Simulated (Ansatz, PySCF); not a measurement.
CsCl, SMILES [Cl][Cs]. Atoms are numbered in the order given.

```xyz
2

Cs     0.0000     0.0000    -0.7256
Cl     0.0000     0.0000     2.2462
```

Coordinates come from a B3LYP-D3(BJ)/def2-TZVPD optimisation. The def2 effective core potentials stand for the cores of Cs; spin–orbit coupling is left out.

Two levels are set side by side: PBE-D3(BJ)/def2-TZVPD (Ansatz, a program for electronic structure) and B3LYP-D3(BJ)/def2-TZVPD (Ansatz). Each level has its own optimised geometry; the coordinates shown are those of the second. Frequencies come from the Hessian of PySCF at each geometry. Differences are taken from unrounded values.

```json
[
 {"quantity": "bond Cs1–Cl2 (Å)", "B3LYP-D3(BJ)": "2.972", "PBE-D3(BJ)": "2.939", "PBE-D3(BJ) minus B3LYP-D3(BJ)": "-0.032"},
 {"quantity": "highest harmonic wavenumber (cm⁻¹)", "B3LYP-D3(BJ)": "202", "PBE-D3(BJ)": "206", "PBE-D3(BJ) minus B3LYP-D3(BJ)": "4"},
 {"quantity": "mean harmonic wavenumber (cm⁻¹)", "B3LYP-D3(BJ)": "202", "PBE-D3(BJ)": "206", "PBE-D3(BJ) minus B3LYP-D3(BJ)": "4"},
 {"quantity": "zero-point energy (kcal/mol)", "B3LYP-D3(BJ)": "0.29", "PBE-D3(BJ)": "0.29", "PBE-D3(BJ) minus B3LYP-D3(BJ)": "0.01"}
]
```

On these quantities the two levels nearly agree.
